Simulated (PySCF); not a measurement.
Si(H)(F)(Cl)(Et) (C2H6ClFSi), SMILES C(C)[SiH](F)Cl.

The structure is a stationary point at PBE0-D3(BJ)/def2-SVP. The structure was generated by enumeration, and PubChem lists no compound with its InChIKey, so it may never have been made. One conformer was computed; it need not be the lowest.

Two levels are set side by side: PBE/def2-TZVP (PySCF) and ωB97X/def2-TZVP (PySCF). Same geometry, gas phase. Differences are taken from unrounded values.

```tsv
quantity	ωB97X
orbital gap (eV)	13.78
highest occupied level (eV)	-11.13
lowest empty level (eV)	2.65
dipole moment (D)	2.25
mean polarisability (bohr³)	58.3
```

Question: What does PBE give, and how far is it from ωB97X? (An estimate is asked for; the answer gives what the named calculation found.)

Answer: 
```tsv
quantity	PBE	PBE minus ωB97X
orbital gap (eV)	7.03	-6.75
highest occupied level (eV)	-7.37	3.76
lowest empty level (eV)	-0.34	-2.99
dipole moment (D)	2.14	-0.11
mean polarisability (bohr³)	61.3	2.9
```

Without exact exchange PBE keeps part of each electron's self-repulsion, which lifts occupied levels and narrows the gap. PBE's more diffuse valence density responds more strongly to a field. Differences between two approximate levels are no errors against the true value.

Rough cost on one machine, each run with all the roots and properties that it gave: ωB97X against PBE within a factor of 2.
